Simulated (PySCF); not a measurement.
Partial charges of `O=C=C(C=O)S[SiH2]S[SiH3]`

Species: C₃H₆O₂S₂Si₂.
Atom-mapped SMILES: `[O:1]=[C:2]=[C:3]([CH:4]=[O:5])[S:6][SiH2:7][S:8][SiH3:9]` (hydrogens: H10 on C4; H11, H12 on Si7; H13, H14, H15 on Si9)

Cartesian coordinates in Å at the GFN2-xTB level; atoms count from 1:
```
atom  x, y, z in Å
O1    -4.1470   -2.1368    1.3330
C2    -3.3343   -1.4513    0.8907
C3    -2.3927   -0.6436    0.4580
C4    -2.0434   -0.3368   -0.8859
O5    -1.1014    0.3909   -1.1612
S6    -1.4050    0.1291    1.7341
Si7    0.2773    0.8360    0.5167
S8     1.4013   -0.7455   -0.4181
Si9    3.2716    0.2463   -0.7185
H10   -2.6513   -0.7880   -1.6765
H11    1.0900    1.1047    1.7145
H12    0.1268    2.1190   -0.1450
H13    3.7614    0.7168    0.5695
H14    3.0449    1.3666   -1.6212
H15    4.0974   -0.7995   -1.2954
```

Density: PBE0/pcSseg-1 (PySCF); schemes: Mulliken, IAO, Hirshfeld and ESP-fitted. One conformer (not necessarily the lowest) at the GFN2-xTB geometry, without solvent, vibrations or thermal averaging.

Q: Atoms with like bonding are taken together and averaged. Do the Mulliken, IAO, Hirshfeld and ESP-fitted schemes agree on where the charge is lowest?

A: The schemes don't all agree: Mulliken C3 (-0.625); IAO S8 (-0.438); Hirshfeld S8 (-0.195); ESP-fitted C3 (-0.465).

Q: For which atoms does the sign change between the 4 schemes (beyond +0.03 e in one, beyond −0.03 e in another)?

A: For none.

Q: Tabulate the Mulliken, IAO, Hirshfeld and ESP-fitted charges.

A: In e; atoms taken as equivalent share a row and are averaged (×n: the atom named and its like, n in all):

```tsv
atom	environment	Mulliken	IAO	Hirshfeld	ESP-fitted
O1	oxygen bonded to C	-0.204	-0.214	-0.089	-0.259
C2	central carbon of a ketene	+0.536	+0.495	+0.244	+0.638
C3	outer carbon of cumulated double bonds	-0.625	-0.335	-0.084	-0.465
C4	aldehyde carbon	+0.477	+0.235	+0.119	+0.486
O5	aldehyde oxygen	-0.437	-0.387	-0.148	-0.380
S6	sulfur bonded to C and Si	-0.114	-0.096	-0.070	-0.109
Si7	SiH2 silicon	+0.624	+0.659	+0.251	+0.193
S8	sulfur bonded to 2 Si	-0.524	-0.438	-0.195	-0.320
Si9	SiH3 silicon	+0.455	+0.554	+0.301	+0.344
H10	formyl hydrogen	+0.114	+0.149	+0.069	+0.060
H11/H12	Si–H hydrogen	-0.060	-0.144	-0.094	-0.018
H13/H14/H15	Si–H hydrogen	-0.060	-0.111	-0.069	-0.051
```

Mean size of the charges over all atoms: Mulliken 0.294 e, IAO 0.279 e, ESP-fitted 0.232 e, Hirshfeld 0.131 e. Each set sums to the total charge, 0, to within 0.001 e. The Hirshfeld scheme divides the density at each point in proportion to the densities of the neutral, spherically averaged free atoms. The Mulliken scheme counts on each atom the diagonal of the density matrix times the overlap matrix over that atom's basis functions.

Some averages cover members that differ in this geometry: H11/H12, ESP-fitted -0.052 to +0.017; H11/H12, Mulliken -0.082 to -0.039; H13/H14/H15, ESP-fitted -0.066 to -0.033; H11/H12, IAO -0.159 to -0.129 e.

Q: How many electrons does the Mulliken scheme count on S6?

A: Z − q = 16 − (-0.114) = 16.114.

Q: Sum the charges by element.

A: 
```
element  atoms  Mulliken     IAO  Hirshfeld  ESP-fitted
      O      2    -0.641  -0.601     -0.237      -0.638
      C      3    +0.388  +0.395     +0.278      +0.659
      S      2    -0.637  -0.534     -0.266      -0.429
     Si      2    +1.080  +1.212     +0.552      +0.537
      H      6    -0.188  -0.472     -0.328      -0.129
```
